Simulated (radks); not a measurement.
Values are calculated unless marked as measured or tabulated.
Q: Radial electron density D(r) = 4 pi r^2 rho(r) of an atom or ion with 18 electrons. Level of theory: non-relativistic Kohn-Sham, PBEsol, spin-polarised, spherical densities, point nucleus (a radial shooting solver on a logarithmic mesh with Libxc functionals).

```
   r/bohr * D(r) (the largest magnitude, 36.8, reaches the edge; | marks zero)
 0.002935 | *
 0.003283 | *
 0.003672 |  *
 0.004107 |  *
  0.00463 |   *
 0.005179 |    *
 0.005793 |     *
 0.006479 |      *
 0.007247 |        *
 0.008171 |          *
  0.00914 |            *
  0.01022 |              *
  0.01143 |                 *
  0.01289 |                    *
  0.01442 |                       *
  0.01613 |                          *
  0.01804 |                              *
  0.02018 |                                  *
  0.02275 |                                     *
  0.02545 |                                         *
  0.02846 |                                            *
  0.03184 |                                              *
  0.03561 |                                               *
  0.04015 |                                                *
  0.04491 |                                               *
  0.05023 |                                              *
  0.05618 |                                            *
  0.06284 |                                          *
  0.07085 |                                       *
  0.07925 |                                      *
  0.08864 |                                      *
  0.09915 |                                       *
   0.1109 |                                          *
    0.125 |                                              *
   0.1399 |                                                 *
   0.1564 |                                                     *
    0.175 |                                                      *
   0.1957 |                                                     *
   0.2207 |                                                 *
   0.2468 |                                          *
   0.2761 |                                  *
   0.3088 |                          *
   0.3454 |                    *
   0.3894 |                 *
   0.4356 |                *
   0.4872 |                 *
   0.5449 |                   *
   0.6144 |                    *
   0.6872 |                   *
   0.7686 |                 *
   0.8597 |             *
   0.9616 |         *
    1.084 |     *
    1.213 |  *
    1.356 |*
    1.517 |*
    1.697 *
    1.913 *
     2.14 *
    2.394 *
```

What is the nuclear charge?

A: Z = 27. The innermost maximum, from 1s, lies near 1/Z = 0.037 bohr (found: 0.0402), and its height grows with Z. The density is that of the cobalt ion Co9+ in [Ar]; the configuration itself is not fixed sharply by these data, and Z only to about a unit. D(r) has 3 maxima, at r = 0.0402, 0.176, 0.624 bohr, and minima at 0.0852, 0.425 bohr, inside which lie 2.10, 10.39 electrons.
